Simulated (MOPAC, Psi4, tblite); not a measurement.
Interaction energy of H2O ··· F4Si (SMILES O and F[Si](F)(F)F). Monomers: optimised at B3LYP-D3(BJ) (def2-TZVP), held rigid. Orientation: lowest of the rigid-body minima from ten starts at GFN2-xTB. The monomers approach along the line of their centres of mass (distance R); nothing else relaxes.

- AM1, restricted, heats of formation (MOPAC)
- GFN2-xTB (tblite)
- SAPT0/jun-cc-pVDZ, frozen core (Psi4)

Interaction energies in kcal/mol:

```csv
R / Å,AM1,GFN2-xTB
2.16,0.50,14.16
2.41,-6.62,-0.43
2.56,-6.38,-3.71
2.78,-3.30,-4.99
2.94,-1.06,-4.74
3.17,0.19,-3.87
3.50,-0.54,-2.68
3.76,-0.83,-1.98
4.26,-0.54,-1.17
4.98,-0.27,-0.61
5.95,-0.11,-0.29
7.32,-0.04,-0.13
```

### Question
Estimate the SAPT0/jun-cc-pVDZ values at these points.

### Answer
2.16: 20.46; 2.41: 5.07; 2.56: 0.69; 2.78: -2.31; 2.94: -3.09; 3.17: -3.22; 3.50: -2.63; 3.76: -2.06; 4.26: -1.20; 4.98: -0.55; 5.95: -0.22; 7.32: -0.08 (kcal/mol).
